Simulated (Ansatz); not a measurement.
Cost and result for the atomization energy of C2H7GaSi (`[CH2]1[SiH2][CH2][GaH]1`) (11 atoms, 11 bonds).

```xyz
11

C     0.2970    0.0757   -1.3676
Si   -1.0096   -0.5335   -0.1518
C     0.0154   -0.1753    1.3902
Ga    1.1348    0.9895    0.2058
H     0.0020    0.6323   -2.2562
H     0.9544   -0.7437   -1.6839
H    -1.4689   -1.9426   -0.3269
H    -2.2078    0.3544   -0.1933
H     0.6109   -1.0498    1.6804
H    -0.4618    0.2190    2.2864
H     2.1337    2.1740    0.4168
```

Charge 0, multiplicity 1. Correlated methods include outer-core shells of Ga, which these sets cover unevenly. Scalar relativity is left out up to krypton. All single points use the PBE0-D4/def2-TZVP geometry. Program: Ansatz. All runs use 4 threads of an Intel Xeon on a shared host. Times are those of one run each, without the atoms' runs, and a repeat can differ threefold. Electronic energies, without spin–orbit coupling; frozen cores. CCSD(T)/CBS adds CCSD(T) − MP2 in def2-TZVPP to the MP2 limit, and its time is that of the two runs behind it. T1 = 0.012. With those shells the extrapolation isn't a true limit. B3LYP takes the VWN-RPA correlation (the form of Gaussian; ORCA's B3LYP/G). HSE06 is the plane-wave form, built on full-range PBE exchange.

CCSD(T)/CBS is a level of theory with its own doubt, some kJ/mol a heavy atom from the limit and from the frozen cores, so smaller differences don't rank the functionals.

```tsv
level	functions	wall time
BLYP-D4/def2-TZVPP	250	1.8 s
PBE0-D4/def2-TZVPP	250	2.8 s
HSE06-D4/def2-TZVPP	250	3 s
r2SCAN-D4/def2-TZVPP (with forces)	250	4 s
r2SCANh-D4/def2-TZVPP	250	4.2 s
B3LYP-D4/def2-TZVPP (with forces)	250	4.3 s
CCSD(T)/def2-SVP	113	4.5 s
PBE-QIDH/def2-TZVPP	250	5 s
ωB97X-V/def2-TZVPP	250	7 s
ωB97M-V/def2-TZVPP (with forces)	250	9.5 s
MP2/def2-QZVPP	483	19 s
CCSD(T)/def2-TZVPP	250	77 s
CCSD(T)/CBS(def2)	–	96 s
```

Problem. What atomization energy does each give, and how far from CCSD(T)/CBS? (Estimate.)

Solution. Computed: 
```json
{"level": "BLYP-D4/def2-TZVPP", "atomization (kJ/mol)": "3624.0", "difference from CCSD(T)/CBS": "-71.6", "per bond": "-6.5"}
{"level": "PBE0-D4/def2-TZVPP", "atomization (kJ/mol)": "3686.6", "difference from CCSD(T)/CBS": "-9.0", "per bond": "-0.8"}
{"level": "HSE06-D4/def2-TZVPP", "atomization (kJ/mol)": "3688.3", "difference from CCSD(T)/CBS": "-7.3", "per bond": "-0.7"}
{"level": "r2SCAN-D4/def2-TZVPP (with forces)", "atomization (kJ/mol)": "3701.2", "difference from CCSD(T)/CBS": "5.6", "per bond": "0.5"}
{"level": "r2SCANh-D4/def2-TZVPP", "atomization (kJ/mol)": "3689.3", "difference from CCSD(T)/CBS": "-6.3", "per bond": "-0.6"}
{"level": "B3LYP-D4/def2-TZVPP (with forces)", "atomization (kJ/mol)": "3662.8", "difference from CCSD(T)/CBS": "-32.8", "per bond": "-3.0"}
{"level": "CCSD(T)/def2-SVP", "atomization (kJ/mol)": "3485.2", "difference from CCSD(T)/CBS": "-210.4", "per bond": "-19.1"}
{"level": "PBE-QIDH/def2-TZVPP", "atomization (kJ/mol)": "3686.1", "difference from CCSD(T)/CBS": "-9.5", "per bond": "-0.9"}
{"level": "ωB97X-V/def2-TZVPP", "atomization (kJ/mol)": "3704.7", "difference from CCSD(T)/CBS": "9.1", "per bond": "0.8"}
{"level": "ωB97M-V/def2-TZVPP (with forces)", "atomization (kJ/mol)": "3688.9", "difference from CCSD(T)/CBS": "-6.7", "per bond": "-0.6"}
{"level": "MP2/def2-QZVPP", "atomization (kJ/mol)": "3689.2", "difference from CCSD(T)/CBS": "-6.4", "per bond": "-0.6"}
{"level": "CCSD(T)/def2-TZVPP", "atomization (kJ/mol)": "3618.3", "difference from CCSD(T)/CBS": "-77.3", "per bond": "-7.0"}
{"level": "CCSD(T)/CBS(def2)", "atomization (kJ/mol)": "3695.6", "difference from CCSD(T)/CBS": "0.0", "per bond": "0.0"}
```

In def2-TZVPP, CCSD(T) changes the Hartree–Fock value by +860.3 kJ/mol (the triples alone add +46.4 kJ/mol) and MP2 by +885.9 kJ/mol; breaking electron pairs costs correlation energy, which Hartree–Fock lacks. From r2SCAN to r2SCAN0 (25 % exact exchange), in def2-TZVPP and without D4, the atomization energy moves by −29.4 kJ/mol: exact exchange takes away binding that semilocal exchange gives to molecules. The D4 term adds +42.0 kJ/mol with B3LYP and +21.8 kJ/mol with PBE0; it sums over pairs of atoms, weighted by their polarisabilities, and B3LYP, whose exchange is more repulsive, gets the larger term.
